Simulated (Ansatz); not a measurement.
Abridged output of a molecular run in Ansatz:

```
Functional definition: HF
879 factors; integrals over basis functions are off by at most 1.4e-3 eV
mean field evaluation 1: about -25817.5541 eV, gradient 3.9e1 eV
mean field evaluation 2: about -25817.5985 eV, gradient 3.9e1 eV
mean field evaluation 4: about -25820.8746 eV, gradient 2.9e0 eV
mean field evaluation 8: about -25820.9168 eV, gradient 1.8e-1 eV
mean field -25820.91700331 eV, -948.9011978254 hartree, gradient 8.6e-7 eV, S^2 0.000000; 0 other end points of the search recorded, 0 dependent functions left out
13 core orbitals not correlated: weight in the atoms' cores, before any rotation towards them, 1.000 or more for the frozen orbitals, at most 0.000 for the correlated occupied ones
reference -25820.91700331 eV, -948.9011978254 hartree; 15, 15 occupied and 65, 65 virtual orbitals, 879 factors
second order -18.45355419 eV of doubles, -0.00000000 eV of singles
cycle   1  -19.00268363 eV  change   -5.5e-1 eV  update   1.0e-1
cycle   2  -19.44690072 eV  change   -4.4e-1 eV  update   3.0e-2
cycle   3  -19.56569505 eV  change   -1.2e-1 eV  update   1.7e-2
cycle   4  -19.55965740 eV  change    6.0e-3 eV  update   3.9e-3
cycle   5  -19.55670203 eV  change    3.0e-3 eV  update   1.5e-3
cycle   6  -19.55703003 eV  change   -3.3e-4 eV  update   4.6e-4
cycle   7  -19.55684962 eV  change    1.8e-4 eV  update   1.3e-4
cycle   8  -19.55678857 eV  change    6.1e-5 eV  update   4.5e-5
cycle   9  -19.55680168 eV  change   -1.3e-5 eV  update   1.8e-5
perturbative correction -0.43547777 eV, -0.0160035130 hartree
Total energy: -25840.90928276 eV, -949.6359005441 hartree
```

Its atoms:

Cartesian coordinates in Å:
```
O 1.060 -1.414 -0.340
Si 0.824 0.162 0.078
B -1.152 0.625 -0.012
F -1.614 1.852 0.088
Cl -2.343 -0.661 -0.204
H 0.319 -2.010 -0.216
H 1.296 0.443 1.464
H 1.610 1.003 -0.858
```

Task: Which basis set was used?
A. def2-SVPD
B. cc-pV(T+d)Z
C. def2-SVP
D. def2-TZVPPD

Result: C. It gives 93 functions.

Task: Write the keys of the input that set method, charge and spin (a neutral closed shell needs none for the last two).

Result: 
```yaml
correlation: {method: ccsd_t}
```
